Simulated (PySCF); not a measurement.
# Computed records: Al₂ClH₂O, B₂H₆NSi, CH₅Al₂B, CH₄AlBO and others

All values are calculated (PySCF 2.14.0). Calculation on a computer-drawn molecule: optimised geometry and harmonic frequencies of an isolated molecule of the commonest isotopes, restricted reference for singlets and unrestricted otherwise, frozen core in MP2.

(1) Al₂ClH₂O

Start structure:
```xyz
6
Al2ClH2O
O     -0.9394    -2.1782    -1.0967
Al    -1.2428    -0.5810    -0.8060
Al     1.2230     0.4027    -1.1288
Cl     3.1384     1.0513    -1.3958
H     -1.3948    -3.0057    -1.1329
H     -2.4345     0.3414    -0.4457
```

Settings of this run: charge 1, multiplicity 1, method MP2 and basis cc-pV(D+d)Z.

The calculation gives: rotational constants 14.04, 1.08, 1.002 GHz; total energy -1019.6790 hartree; convergence status largest gradient component 3.621e-05 hartree/bohr.

Drawn bonds:
| atom | other atom | order |
| --- | --- | --- |
| 1 | 2 | 1 |
| 2 | 3 | 1 |
| 3 | 4 | 1 |
| 1 | 5 | 1 |
| 2 | 6 | 1 |

Optimised structure:
```xyz
6
Al2ClH2O
O     -0.8468    -2.1585    -1.1120
Al    -1.2632    -0.5583    -0.7989
Al     1.1949     0.3970    -1.1240
Cl     3.1326     0.9886    -1.4039
H     -1.3794    -2.9658    -1.1294
H     -2.4882     0.3273    -0.4376
```

Modes:
| frequency (cm⁻¹) | reduced mass (dalton) |
| --- | --- |
| 55.1 | 7.515 |
| 99.11 | 11.13 |
| 142.1 | 16.13 |
| 264.5 | 10.33 |
| 413.4 | 1.133 |
| 460.8 | 1.209 |
| 535.7 | 1.076 |
| 597.5 | 1.291 |
| 644.8 | 26.06 |
| 902.9 | 5.745 |
| 2077 | 1.047 |
| 3886 | 1.068 |

(2) B₂H₆NSi

Start structure:
```xyz
10
B2H6NSi
B      1.1671    -2.7313     0.4641
N      0.0653    -2.6150     1.3151
Si    -0.6973    -1.0608     1.1104
B      0.5181    -0.4977    -0.3526
H      1.2863    -1.8026    -0.3248
H      1.8281    -3.7182     0.3136
H     -0.1356    -3.3117     1.9696
H     -1.7561    -0.9913     2.0679
H      0.0806    -0.4523    -1.4227
H      1.3140     0.3367    -0.0540
```

Here we set charge 1, multiplicity 1, method HF and basis cc-pV(D+d)Z.

Results for B₂H₆NSi: rotational constants 10.2, 4.289, 3.101 GHz; total energy -396.0105 hartree; convergence status largest gradient component 3.077e-05 hartree/bohr.

Drawn bonds:
| atom | other atom | order |
| --- | --- | --- |
| 1 | 2 | 1 |
| 2 | 3 | 1 |
| 3 | 4 | 1 |
| 1 | 5 | 1 |
| 1 | 6 | 1 |
| 2 | 7 | 1 |
| 3 | 8 | 1 |
| 4 | 9 | 1 |
| 4 | 10 | 1 |

Optimised structure:
```xyz
10
B2H6NSi
B      1.3140    -3.1371     0.4846
N      0.1784    -2.6709     1.2645
Si    -0.5218    -1.1827     1.0382
B      0.2101     0.0784    -0.3837
H      1.7402    -2.3911    -0.3506
H      1.7712    -4.2117     0.6933
H     -0.1829    -3.2958     1.9682
H     -1.6552    -0.8949     1.9216
H     -0.2455     0.0156    -1.4802
H      1.0620     0.8461    -0.0693
```

Modes:
| frequency (cm⁻¹) | reduced mass (dalton) |
| --- | --- |
| 125.5 | 2.92 |
| 179.7 | 1.474 |
| 199.2 | 1.493 |
| 328.3 | 1.099 |
| 342.7 | 3.245 |
| 505.4 | 1.077 |
| 599.5 | 4.118 |
| 750.1 | 1.343 |
| 802.9 | 1.34 |
| 874.8 | 1.119 |
| 876.4 | 1.75 |
| 959.3 | 1.338 |
| 1080 | 1.855 |
| 1097 | 1.364 |
| 1154 | 2.458 |
| 1223 | 1.137 |
| 1342 | 1.211 |
| 1435 | 1.574 |
| 2418 | 1.044 |
| 2700 | 1.06 |
| 2746 | 1.046 |
| 2851 | 1.124 |
| 2869 | 1.132 |
| 3752 | 1.077 |

(3) CH₅Al₂B

Start structure:
```xyz
9
CH5Al2B
B     -1.9827    -1.0573    -0.1971
C     -0.4066    -1.3013    -0.4159
Al     0.7945    -2.4421    -1.5658
Al     0.9202     0.1073    -0.7376
H     -2.5863    -0.5387    -1.0324
H     -2.4809    -1.5029     0.7330
H     -0.0011    -1.7020     0.5339
H      2.3199    -0.0740    -0.1258
H      0.7783     1.5876    -1.2358
```

Here we set charge 0, multiplicity 1, method HF and basis cc-pV(D+d)Z.

It finds rotational constants 6.281, 3.003, 2.237 GHz; total energy -549.2734 hartree; convergence status largest gradient component 8.347e-06 hartree/bohr.

Drawn bonds:
| atom | other atom | order |
| --- | --- | --- |
| 1 | 2 | 1 |
| 2 | 3 | 1 |
| 2 | 4 | 1 |
| 1 | 5 | 1 |
| 1 | 6 | 1 |
| 2 | 7 | 1 |
| 4 | 8 | 1 |
| 4 | 9 | 1 |

Optimised structure:
```xyz
9
CH5Al2B
B     -1.6704    -1.0241    -0.2226
C     -0.1924    -1.4152    -0.3433
Al     0.0830    -2.6649    -1.9097
Al     0.8732     0.2143    -0.5156
H     -2.1968    -0.3202    -1.0529
H     -2.3603    -1.4101     0.6870
H      0.1745    -2.0243     0.4997
H      2.1201     0.4299     0.4331
H      0.5243     1.2912    -1.6192
```

Modes:
| frequency (cm⁻¹) | reduced mass (dalton) |
| --- | --- |
| 106.1 | 1.261 |
| 155.8 | 5.434 |
| 173.4 | 2.509 |
| 226.7 | 1.676 |
| 270.2 | 1.275 |
| 456.9 | 3.25 |
| 554.5 | 1.365 |
| 629.6 | 1.652 |
| 661.8 | 2.21 |
| 845.6 | 1.074 |
| 861.4 | 1.191 |
| 983.9 | 1.228 |
| 1084 | 2.133 |
| 1087 | 1.628 |
| 1202 | 1.402 |
| 1343 | 1.318 |
| 1981 | 1.057 |
| 1987 | 1.026 |
| 2617 | 1.056 |
| 2680 | 1.121 |
| 3115 | 1.081 |

(4) CH₄AlBO

Start structure:
```xyz
8
CH4AlBO
B     -3.0732     0.3404     1.4620
O     -2.1967     0.9171     0.5837
C     -2.7048     1.8087    -0.6123
Al    -0.6536     1.5921    -0.2664
H     -4.2387     0.3898     1.3120
H     -2.5311    -0.1798     2.3286
H     -3.3225     2.5795    -0.1637
H     -3.3070     1.1582    -1.1646
```

Settings of this run: charge 0, multiplicity 1, method HF and basis cc-pV(D+d)Z.

The calculation gives: rotational constants 19.83, 3.274, 2.97 GHz; total energy -381.6550 hartree; convergence status largest gradient component 1.744e-06 hartree/bohr.

Drawn bonds:
| atom | other atom | order |
| --- | --- | --- |
| 1 | 2 | 1 |
| 2 | 3 | 1 |
| 3 | 4 | 1 |
| 1 | 5 | 1 |
| 1 | 6 | 1 |
| 3 | 7 | 1 |
| 3 | 8 | 1 |

Optimised structure:
```xyz
8
CH4AlBO
B     -3.1637     0.2925     1.5094
O     -2.3548     0.5788     0.4790
C     -2.5746     1.6514    -0.4729
Al    -0.6194     2.2119    -0.4961
H     -4.1663     0.9337     1.6996
H     -2.8432    -0.6131     2.2302
H     -3.3270     2.3446    -0.0820
H     -2.9784     1.2062    -1.3880
```

Modes:
| frequency (cm⁻¹) | reduced mass (dalton) |
| --- | --- |
| 59.15 | 3.113 |
| 72.68 | 5.847 |
| 365.3 | 2.604 |
| 396.9 | 1.229 |
| 538.9 | 1.313 |
| 606.9 | 3.374 |
| 913 | 3.67 |
| 1087 | 1.56 |
| 1131 | 1.366 |
| 1269 | 1.446 |
| 1316 | 1.18 |
| 1323 | 1.305 |
| 1440 | 3.079 |
| 1553 | 1.083 |
| 2651 | 1.054 |
| 2730 | 1.126 |
| 3159 | 1.055 |
| 3216 | 1.106 |

(5) FH₄Si₂

Start structure:
```xyz
7
FH4Si2
F     -1.0918     1.8156     0.3125
Si    -0.6514     1.4567    -1.2640
Si     1.1914     0.3301    -1.0247
H     -1.8373     0.4935    -1.7780
H     -0.6741     2.5779    -2.2365
H      1.3715    -0.2233     0.3472
H      1.1217    -0.8561    -1.8791
```

Here we set charge -1, multiplicity 1, method HF and basis aug-cc-pV(D+d)Z.

The calculation gives: rotational constants 17.68, 3.212, 2.874 GHz; total energy -679.7018 hartree; convergence status largest gradient component 2.506e-05 hartree/bohr.

Drawn bonds:
| atom | other atom | order |
| --- | --- | --- |
| 1 | 2 | 1 |
| 2 | 3 | 1 |
| 2 | 4 | 1 |
| 2 | 5 | 1 |
| 3 | 6 | 1 |
| 3 | 7 | 1 |

Optimised structure:
```xyz
7
FH4Si2
F     -1.1745     2.3650     0.0517
Si    -0.6719     1.3335    -1.1377
Si     1.4600     0.3730    -0.7409
H     -1.8870     0.4637    -1.2991
H     -0.7029     2.2009    -2.3644
H      0.9572    -0.8196     0.0784
H      1.4492    -0.3221    -2.1107
```

Modes:
| frequency (cm⁻¹) | reduced mass (dalton) |
| --- | --- |
| 135.7 | 1.184 |
| 189.7 | 6.786 |
| 388.6 | 4.567 |
| 419.1 | 1.099 |
| 625.2 | 1.266 |
| 711.4 | 1.238 |
| 782.8 | 8.345 |
| 815.3 | 1.124 |
| 942.4 | 1.124 |
| 1007 | 1.042 |
| 1045 | 1.066 |
| 1991 | 1.043 |
| 2017 | 1.035 |
| 2149 | 1.049 |
| 2177 | 1.032 |

(6) C₂H₆BSi

Start structure:
```xyz
10
C2H6BSi
B     -0.5673     0.7126     1.8482
C      0.1824    -0.0367     0.9495
C      1.1391    -1.1545     0.6333
Si    -1.0087     0.8127    -0.1077
H     -0.9375     1.2333     2.8025
H      1.7036    -1.4066     1.4601
H      1.8976    -0.7069    -0.0757
H      0.7261    -2.0124     0.0910
H     -0.5657     1.8267    -1.0977
H     -2.0803     0.1749    -0.7933
```

Here we set charge 0, multiplicity 2, method HF and basis cc-pV(D+d)Z.

Results for C₂H₆BSi: rotational constants 8.844, 4.794, 3.291 GHz; total energy -392.7562 hartree; spin squared 0.7553; convergence status largest gradient component 2.144e-05 hartree/bohr.

Drawn bonds:
| atom | other atom | order |
| --- | --- | --- |
| 1 | 2 | 2 |
| 2 | 3 | 1 |
| 2 | 4 | 1 |
| 1 | 5 | 1 |
| 3 | 6 | 1 |
| 3 | 7 | 1 |
| 3 | 8 | 1 |
| 4 | 9 | 1 |
| 4 | 10 | 1 |

Optimised structure:
```xyz
10
C2H6BSi
B     -0.3899     0.6174     2.1549
C      0.0330     0.0281     0.9892
C      1.0622    -1.0059     0.5795
Si    -1.0752     0.8633    -0.2699
H     -0.8144     1.1715     3.1016
H      1.6143    -1.3811     1.4420
H      1.7845    -0.5842    -0.1234
H      0.5882    -1.8588     0.0879
H     -0.3325     1.6673    -1.2723
H     -1.9808    -0.0744    -0.9793
```

Modes:
| frequency (cm⁻¹) | reduced mass (dalton) |
| --- | --- |
| 150.2 | 1.048 |
| 155.4 | 3.23 |
| 190.4 | 1.095 |
| 240.6 | 2.542 |
| 307.7 | 2.313 |
| 605.2 | 3.282 |
| 699.3 | 1.213 |
| 708.6 | 1.466 |
| 734.3 | 1.318 |
| 854.7 | 1.491 |
| 1008 | 2.702 |
| 1026 | 1.147 |
| 1130 | 1.335 |
| 1156 | 1.468 |
| 1515 | 1.193 |
| 1588 | 1.043 |
| 1588 | 1.077 |
| 1673 | 5.391 |
| 2283 | 1.029 |
| 2285 | 1.054 |
| 2937 | 1.138 |
| 3173 | 1.035 |
| 3237 | 1.103 |
| 3257 | 1.104 |
